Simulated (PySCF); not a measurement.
C2H4O2, charge -1, doublet, geometry from GFN2-xTB (a state made from the parent by changing its charge; the spin is typed, not shown lowest) (in this run its highest filled SCF level lies above zero, so its values depend strongly on the basis, on diffuse functions most of all); PBE/6-31G (PySCF).

Input for PySCF:
```python
from pyscf import gto, scf, dft

mol = gto.Mole()
mol.atom = '''
C 
O  1 1.380291
C  2 1.509691 1 113.262152
O  3 1.283389 2 118.577872 1 12.635130
H  1 1.105294 2 111.424598 3 112.379706
H  1 1.103663 5 108.106212 2 -121.865870
H  1 1.101865 6 109.107948 5 118.378886
H  3 1.113950 4 120.001094 7 -136.349201
'''
mol.basis = '6-31g'
mol.charge = -1
mol.spin = 1
mol.verbose = 3
mol.build()

mf = dft.UKS(mol)
mf.xc = 'pbe'
mf.kernel()
mf.analyze()
```

What the program printed (banner, timings and long lists left out):

```
converged SCF energy = -228.660637316716  <S^2> = 0.75099425  2S+1 = 2.000994
**** MO energy ****
                             alpha | beta                alpha | beta
MO #1   energy= -18.5340081502168  | -18.5319622852689  occ= 1 | 1
MO #2   energy= -18.4718915457463  | -18.4653728821246  occ= 1 | 1
MO #3   energy= -9.72180577703704  | -9.72183529274919  occ= 1 | 1
MO #4   energy= -9.69854017314793  | -9.68957866488093  occ= 1 | 1
MO #5   energy= -0.721310505169972 | -0.715735316358363 occ= 1 | 1
MO #6   energy= -0.640941184611615 | -0.629258538425082 occ= 1 | 1
MO #7   energy= -0.411104182033533 | -0.40800647966657  occ= 1 | 1
MO #8   energy= -0.284397240292727 | -0.273693029823206 occ= 1 | 1
MO #9   energy= -0.210028317340718 | -0.206199726003373 occ= 1 | 1
MO #10  energy= -0.194927305566875 | -0.19267598862052  occ= 1 | 1
MO #11  energy= -0.151790025444839 | -0.145737704849008 occ= 1 | 1
MO #12  energy= -0.11247472753436  | -0.101231995291146 occ= 1 | 1
MO #13  energy= -0.0652595014487902 | -0.0402641945140856 occ= 1 | 1
MO #14  energy= -0.0360193594495239 | -0.028225382204653 occ= 1 | 1
MO #15  energy= 0.015912436846593  | 0.0300387561956676 occ= 1 | 1
MO #16  energy= 0.0376263050666086 | 0.0448096748144655 occ= 1 | 1
MO #17  energy= 0.172398528651953  | 0.225904131910362  occ= 1 | 0
MO #18  energy= 0.271468195721036  | 0.273075787774758  occ= 0 | 0
MO #19  energy= 0.319314265017359  | 0.321368142748946  occ= 0 | 0
MO #20  energy= 0.325126907463708  | 0.333931728569839  occ= 0 | 0
MO #21  energy= 0.338716994506635  | 0.343177767483332  occ= 0 | 0
MO #22  energy= 0.36416166658654   | 0.372047059416281  occ= 0 | 0
MO #23  energy= 0.418460415378407  | 0.429913994026266  occ= 0 | 0
MO #24  energy= 0.47893320956856   | 0.492096722981905  occ= 0 | 0
MO #25  energy= 0.700241287001335  | 0.71438901321253   occ= 0 | 0

To work with the spin densities directly, `use mulliken_meta_spin()` only printing them here.

 ** Mulliken spin pop alpha/beta on meta-lowdin orthogonal AOs **
 ** Mulliken Spin Density (per atom)  **
spin density of  0 C =      0.00421
spin density of  1 O =      0.05871
spin density of  2 C =      0.61098
spin density of  3 O =      0.26800
spin density of  4 H =      0.00752
spin density of  5 H =      0.00997
spin density of  6 H =      0.00096
spin density of  7 H =      0.03964
 ** Mulliken pop alpha/beta on meta-lowdin orthogonal AOs **
 ** Mulliken atomic charges   ( Nelec_alpha | Nelec_beta ) **
charge of  0C =     -0.16291  (     3.08356      3.07935 )
charge of  1O =     -0.42337  (     4.24104      4.18233 )
charge of  2C =     -0.03989  (     3.32543      2.71445 )
charge of  3O =     -0.58590  (     4.42695      4.15895 )
charge of  4H =      0.04956  (     0.47898      0.47146 )
charge of  5H =      0.05412  (     0.47793      0.46795 )
charge of  6H =      0.10371  (     0.44863      0.44766 )
charge of  7H =      0.00468  (     0.51748      0.47784 )

WARN: System has nonzero charge -1; the dipole moment is origin-dependent.
Location of origin: [0. 0. 0.]

Dipole moment(X, Y, Z, Debye): -6.98521,  0.10747, -6.53765
```
